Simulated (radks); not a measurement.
Question: Dipole-allowed excitations along the series with 46 electrons in [Kr] 4d10. All-electron calculation, scalar-relativistic Kohn-Sham, LB94 model potential, spin-unpolarised, spherical densities, finite nucleus; Fermi nuclear charge, rms radius of each element as measured or else 0.836 A^(1/3) + 0.57 fm. Program: a radial shooting solver on a logarithmic mesh with Libxc functionals. Time-dependent linear response with the Hartree and adiabatic LDA kernel, continuum included through the Sternheimer equations, no spin-orbit coupling, so fine structure and intercombination lines are absent. Lines are the poles of the dipole polarisability below minus the highest occupied eigenvalue, found on a grid refined at the orbital gaps; the lowest seven at most are given, and weak or close lines can be missed. The first line takes the name of the lowest orbital gap if no other gap lies below it; otherwise a line is named after a gap within 0.6 % of it, if that gap stands alone.

| species | -e(HOMO) (eV) | lowest orbital gap (eV) | first line (eV) | f | static alpha (bohr^3) |
|---|---|---|---|---|---|
| Dy20+ | 666.13 | 4d-4f 158.25 | 195.88 (4d-4f) | 6.38 | 0.1606 |
| Ho21+ | 718.30 | 4d-4f 164.06 | 202.76 (4d-4f) | 6.15 | 0.1450 |

Estimate the first line of Tb19+, its oscillator strength and the static polarisability.

Answer: 188.96 eV (4d-4f), f = 6.63, alpha = 0.1786 bohr^3.
